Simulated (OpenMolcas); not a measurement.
Pt2+ (d8) among equal point charges was computed by CASSCF with the d shell active (OpenMolcas, ANO-RCC-VTZP on the metal). Its lowest spin-free states, and all those of the highest spin:

```json
{"2S+1": "3", "Degeneracy": "3", "E (cm-1)": "0.0"}
{"2S+1": "1", "Degeneracy": "3", "E (cm-1)": "12884"}
{"2S+1": "1", "Degeneracy": "2", "E (cm-1)": "13181"}
{"2S+1": "3", "Degeneracy": "3", "E (cm-1)": "16474"}
{"2S+1": "3", "Degeneracy": "3", "E (cm-1)": "26567"}
{"2S+1": "1", "Degeneracy": "1", "E (cm-1)": "27682"}
{"2S+1": "1", "Degeneracy": "3", "E (cm-1)": "28994"}
{"2S+1": "1", "Degeneracy": "3", "E (cm-1)": "31586"}
{"2S+1": "3", "Degeneracy": "1", "E (cm-1)": "35990"}
{"2S+1": "1", "Degeneracy": "2", "E (cm-1)": "46789"}
{"2S+1": "1", "Degeneracy": "1", "E (cm-1)": "61453"}
```

Question: Is the site octahedral, tetrahedral or cube-like, axial, or of lower symmetry?

Answer: The states with 2S+1 = 3 have orbital degeneracies 3, 3, 3, 1. Threefold states need a cubic site. For d8 at this spin an octahedron puts the single A2 below the threefold T2 and a tetrahedron or cube puts the threefold T1 below the threefold T2, so the site is a tetrahedron or a cube, which this pattern cannot tell apart. The run had Pt2+ among 8 point charges of -1.2 e arranged as a cube (Oh), 1.67 Å from the ion. The active orbitals were held to one l.

Without dynamic correlation the repulsion within the d shell is too large (B by tens of per cent), so at a given field states of lower spin stand too high. Real 4d8 and 5d8 ions are as a rule square planar and diamagnetic. Point charges carry no covalency, so the field is a model and not that of real ligands. No measured value stands beside these numbers.
